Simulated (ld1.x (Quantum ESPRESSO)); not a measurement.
## Ranking RRKJ potentials for lutetium (Lu)

All share these settings but for the change named:

lutetium (Lu), norm-conserving RRKJ (Kleinman–Bylander form), made with ld1.x (Quantum ESPRESSO) 7.5 (PBEsol, scalar-relativistic). Core [Xe] 4f14, reference 5d1 6s1 6p0 (charge +1). Waves: 6p (bound, empty): rc 3.25 bohr; 5d (bound): rc 2.90 bohr; 6s (bound): rc 2.40 bohr. Local part: the s channel. Core correction: none. rho0 = 0.001.

Test errors are all-electron minus pseudo excitation energies from the reference, over 5d1 6s2 6p0; 5d1 6s0 6p0; 5d1 6s1.5 6p0; 5d2 6s0 6p0; 5d2 6s1 6p0; 5d1 6s0 6p2; 5d1 6s0 6p1. None of these files shows a bound ghost.

The base gives 95.7 meV.

Of 11 variants that were run, those that failed, showed a ghost or another fault, or gave nearly equal values are left out.

**Question.** Rank these variants by their largest absolute test error, smallest first.
A. functional LDA (PZ)
B. wave 5d (bound): rc 2.90 bohr becomes 5d (bound): rc 3.80 bohr
C. core correction a·sin(br)/r model core inside 1.08 bohr
D. functional PBE

**Answer.** C (43.3 meV), A (80.3 meV), B (147.8 meV), D (170.3 meV).
